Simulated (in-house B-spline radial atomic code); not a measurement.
Pt⁵⁺. Computed with a B-spline radial atomic code. Model: all-electron spherical atom, spin shells full or empty, radial basis limit, no spin-orbit coupling, Breit or QED, empty-state partial waves extrapolated as (l+1/2)^-4, RPA, G0W0 and static COHSEX of the highest shell as one setting changes (uncorrelated shells keep exact exchange).

Without the two-electron picture change, core correlation of heavy ions comes too large.

Given: element Pt; charge 5; filled core Xe; hamiltonian one-electron scalar X2C; mean-field start PBE; highest l of empty states 9; nuclear rms radius 5.427 fm; highest mean-field shell 5d up.

Shell: 4f 7 7, 5d 5 0 (electrons up and down).

| lowest nl shells left uncorrelated | RPA correlation energy (hartree) | G0W0 level (eV) | G0W0 minus most complete (meV) | COHSEX level (eV) | linearised minus solved G0W0 (meV) |
| --- | --- | --- | --- | --- | --- |
| 0 | -6.6183 | -77.639 | 0 | -80.446 | -49.4 |
| 1 | -6.3844 | -77.639 | 0 | -80.446 | -49.4 |
| 2 | -6.1715 | -77.638 | 0.8 | -80.445 | -49.3 |
| 3 | -5.5563 | -77.636 | 2.2 | -80.449 | -49.3 |
| 4 | ? | ? | ? | ? | ? |
| 5 | -4.7405 | -77.632 | 7.1 | -80.446 | -49.2 |
| 6 | ? | ? | ? | ? | ? |
| 7 | -3.5309 | -77.622 | 17 | -80.418 | -49 |
| 8 | -2.9562 | -77.634 | 4.7 | -80.427 | -49.2 |
| 9 | -1.9717 | -77.727 | -88.2 | -80.575 | -50.8 |
| 10 | -1.7725 | -77.75 | -110.9 | -80.535 | -52.1 |
| 11 | -0.50212 | -77.517 | 121.2 | -79.937 | -48.3 |
| 12 | -0.13531 | -77.592 | 46.5 | -79.535 | -54.1 |

What follows for lowest nl shells left uncorrelated = 6?

RPA correlation energy -3.7228 hartree; G0W0 level -77.619 eV; G0W0 minus most complete 19.3 meV; COHSEX level -80.417 eV; linearised minus solved G0W0 -49 meV.

What follows for lowest nl shells left uncorrelated = 4?

RPA correlation energy -5.3564 hartree; G0W0 level -77.635 eV; G0W0 minus most complete 3.3 meV; COHSEX level -80.447 eV; linearised minus solved G0W0 -49.3 meV.
